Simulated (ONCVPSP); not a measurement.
**Potentials for C (Z = 6) compared**

Generated with ld1.x 7.5 (TM, RRKJ, ultrasoft, PAW), atompaw 4.2 or ONCVPSP 4.0.1. The cutoff is in Ry: for ld1.x and atompaw files where the sum of valence levels is converged to 10 mRy in a Bessel basis, for ONCV files where the hardest occupied wave has 1 mHa per electron of residual kinetic energy. The error is the largest all-electron minus pseudo excitation energy over each file’s own four to seven test configurations (ionisations up to +4, promotions, holes and added fractions of an electron), all of which were solved. The labels leave out finer settings (local radius, basis sizes, second energies), which also bear on the numbers. Spin-polarised tests are not counted. The rows are a selection from randomly drawn settings: files with unsolved tests, undetermined cutoffs or missed reference levels are left out.

A true bound ghost makes a file unfit for plane-wave use even where its test errors are small: the radial tests pick states by their node count and pass the ghost by.

| potential | cutoff (Ry) | largest error (meV) | bound ghosts |
| --- | --- | --- | --- |
| ONCV, LDA (Perdew-Wang 92), scalar-relativistic, rc 0.90/2.60/2.60 (spd), local smoothed, core correction yes, reference 2s1.75 2p2.25, qcut 7.3/6.6/3.2, projectors 2/2/1 | 39 | +716 | none |
| ONCV, PBEsol, scalar-relativistic, rc 1.15/2.15/2.15 (spd), local s, core correction no, reference 2s1.5 2p2.5, qcut 4.4/8.2/4, projectors 0/2/2 | 110 | +400 | none |
| ONCV, PBEsol, scalar-relativistic, rc 0.95/1.95/1.55 (spd), local s, core correction no, reference 2s2 2p2, qcut 5.7/7/6.2, projectors 0/1/2 | 41 | +539 | none |
| ONCV, PBE, non-relativistic, rc 1.00/2.25/2.15 (spd), local smoothed, core correction yes, reference 2s2 2p2, qcut 7.1/5.8/4.7, projectors 2/2/2 | 40 | +903 | none |
| ONCV, LDA (Perdew-Wang 92), non-relativistic, rc 1.40/2.75 (sp), local smoothed, core correction no, reference 2s2 2p2, qcut 5.6/4.8, projectors 3/2 | 28 | +2003 | none |
| ONCV, PW91, scalar-relativistic, rc 1.20/2.00/2.15 (spd), local s, core correction yes, reference 2s2 2p2, qcut 5.8/8.8/5.1, projectors 0/2/2 | 37 | +419 | none |
| ONCV, PBEsol, non-relativistic, rc 1.30/1.30/1.65 (spd), local p, core correction yes, reference 2s2 2p2, qcut 5/12.4/5.9, projectors 3/0/2 | 69 | +11 | s, d |

(1) Fill in the row for C: ONCV, PBE, scalar-relativistic, rc 1.20/3.05 (sp), local smoothed, core correction yes, reference 2s2 2p2, qcut 6.9/5.4, projectors 1/1.

## Answers

(1) cutoff 38 Ry, largest error +2079 meV, bound ghosts: none.
